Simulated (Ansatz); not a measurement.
Two isomers of CH4GeO2S: A = `[OH][GeH]1[O]C[S]1`, B = `OC(=S)[O][GeH3]`.

Program: Ansatz. Geometries: PBE0-D4/def2-TZVP. ΔE: electronic, gas phase. CBS: MP2 limit from def2 TZ/QZ plus the TZ coupled-cluster correction, frozen cores. DFT in def2-TZVPP. B3LYP here is the variant with VWN-RPA as its local correlation; programs differ in this. For Ge outer-core shells are correlated without core-valence functions, which leaves a few kJ/mol of doubt a bond. Scalar relativity is left out up to krypton. Each species was taken in one conformer, which may not be the lowest.

Q: Which is lower in electronic energy at CCSD(T)/CBS, and by how much? (An estimate is asked.)

A: Computed: A, by 110.5 kJ/mol.

Q: Give E(B) − E(A) in kJ/mol with CCSD(T)/def2-TZVPP, B3LYP, ωB97M-V, CCSD/def2-TZVPP, r2SCAN-D4, PBE0-D4, B2PLYP. (Best estimate.)

A: Computed: CCSD(T)/def2-TZVPP 104.6, B3LYP 81.5, ωB97M-V 96.2, CCSD/def2-TZVPP 106.0, r2SCAN-D4 88.4, PBE0-D4 98.2, B2PLYP 92.8. None reverses the order clearly.

Largest T1 diagnostic: 0.015.

In def2-TZVPP, CCSD(T) changes the Hartree–Fock value by +19.6 kJ/mol (the triples alone add −1.4 kJ/mol) and MP2 by +28.7 kJ/mol. From PBE to PBE0 (25 % exact exchange), in def2-TZVPP and without D4, E(B) − E(A) moves by +10.4 kJ/mol.
